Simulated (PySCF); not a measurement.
**C₆ coefficients of unlike pairs at PBE**

Calculated with PySCF 2.14 from the dipole response of each species, C₆(A,B) = (3/π) ∫ α_A(iu) α_B(iu) du, in atomic units, from isotropic polarisabilities. For ions this is the dispersion term alone; charge-induced terms of lower order in 1/R come first.

```
species            configuration                                                                                              basis      relativity  α (bohr³)  C₆ (like pair)
     Hg  [Xe] 4f14 5d10 6s2 (1S)  aug-cc-pVTZ-PP with one added diffuse shell each of s, p, d, f, g type with ECP60MDF (7s7p6d4f3g)  core potential      35.57           348.6
     Al        [Ne] 3s2 3p1 (2P)                                                                             def2-TZVPPD (6s5p4d1f)            none      60.36           524.0
      N        [He] 2s2 2p3 (4S)                                                                            dyall-acv3z (15s9p4d2f)            none      8.065           27.82
   Cr²⁺            [Ar] 3d4 (5D)                 x2c-QZVPPall with one added diffuse shell each of s, p, d, f, g type (12s8p6d4f3g)   spin-free X2C      4.644           13.86
```

(1) Estimate C₆ for Al with Hg.

No spin-orbit coupling is included.

The other pairs:

| pair | C₆ |
| --- | --- |
| Cr²⁺, N | 19.00 |
| Cr²⁺, Al | 66.18 |
| Cr²⁺, Hg | 65.18 |
| N, Hg | 97.20 |
| N, Al | 106.3 |

Answers

(1) The integral gives 402.5. The combination rule 2 C_A C_B / (C_A α_B/α_A + C_B α_A/α_B) gives 405.7 and the geometric mean 427.4.
